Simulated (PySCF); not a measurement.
A species of formula C3H10OSi has this rotational fingerprint, computed with PySCF 2.14.0, PBE0-D3(BJ)/def2-SVP geometry optimisation, gas phase:

```
Rotational constants : A = 7106, B = 2256, C = 1886 MHz
Dipole components    : |μa| = 0.67 D, |μb| = 0.10 D, |μc| = 0.89 D
Inertial defect      : -27.13 u·Å²
κ                    : -0.86
```

Question: Which structure is it? (One computed conformer of each.)
A. `[CH3:1][O:2][CH2:3][SiH2:4][CH3:5]` with C1–O2–C3–Si4 180°, O2–C3–Si4–C5 56°
B. `[CH3:1][CH2:2][O:3][SiH2:4][CH3:5]` with C1–C2–O3–Si4 180°, C2–O3–Si4–C5 180°
C. `[CH3:1][CH:2]([CH3:3])[O:4][SiH3:5]` with C1–C2–O4–Si5 112°

Answer: C. It is CC(C)O[SiH3], an asymmetric top. The candidates at the same level (rigid rotor, commonest isotopes):

```csv
SMILES,A (MHz),B (MHz),C (MHz),μa (D),μb (D),μc (D),Δ (u·Å²),point group,rotor
CCO[SiH2]C,11465,1716,1564,0.08,0.22,0.00,-15.49,Cs,near-prolate asymmetric top
CC(C)O[SiH3],7106,2256,1886,0.67,0.10,0.89,-27.13,near Cs,asymmetric top
COC[SiH2]C,8065,1941,1699,0.84,0.01,0.93,-25.54,C1,near-prolate asymmetric top
```

`CCO[SiH2]C` has A 61 % too high; `COC[SiH2]C` has B 14 % too low. No structure here is proved a minimum.
